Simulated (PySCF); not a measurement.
## Telling isomers of C$_{8}$H$_{7}$FO apart by NMR

[PySCF: GIAO PBE0/pcSseg-1 shieldings; GFN2-xTB geometry; non-relativistic Hamiltonian; isolated molecule; one conformer; averaged over atoms made equivalent by symmetry, fast rotation or ring inversion]

Shifts are taken against calculated references (same method and geometry level): TMS for $^{1}$H, $^{13}$C. Splittings of carbon signals by F and P are missing where no couplings were computed. Where no couplings were computed, multiplicities follow the n + 1 count of equivalent neighbours, and m marks all less simple cases (inequivalent or close neighbours, rings, F or P nearby). Shifts are as computed. Against solution values, carbons near 30 ppm lie about +3 ppm off and those near 130 ppm about +5 ppm. Of 1211 compounds with measured shifts, 218 miss one by over three times the rms of a fit or turn the order of signals round; such compounds aren't used in these exercises.

(1) Tabulate the signals of `CC(=O)c1ccc(F)cc1`, `CC(=O)c1cccc(F)c1` and their relative energies.

(2) What is the quickest way to tell CC(=O)c1ccc(F)cc1 from CC(=O)c1cccc(F)c1?

Results:

(1) 
| SMILES | carbon types | δC | δH | E rel. (kcal/mol) |
| --- | --- | --- | --- | --- |
| CC(=O)c1ccc(F)cc1 | 3×C 4×CH 1×CH3 | 198.3, 176.3, 137.8, 136.5, 121.1, 28.4 | 8.42 (m, 2H), 7.41 (m, 2H), 2.63 (s, 3H) | 0.0 |
| CC(=O)c1cccc(F)c1 | 3×C 4×CH 1×CH3 | 199.4, 172.6, 142.1, 135.9, 130.5, 126.2, 121.7, 28.6 | 8.43 (d, 1H), 7.80 (m, 1H), 7.73 (m, 1H), 7.55 (m, 1H), 2.66 (s, 3H) | 0.8 |

Energies are electronic energies at PBE0/pcSseg-1 on these geometries, without zero-point or thermal terms, each for the one conformer computed, which needn't be the lowest.

(2) Count the carbon signals: 6 against 8. The first has a substituted aromatic carbon (C) at 136.5 ppm, the second an aromatic CH at 130.5 ppm. Their most deshielded carbons lie at 198.3 and 199.4 ppm.
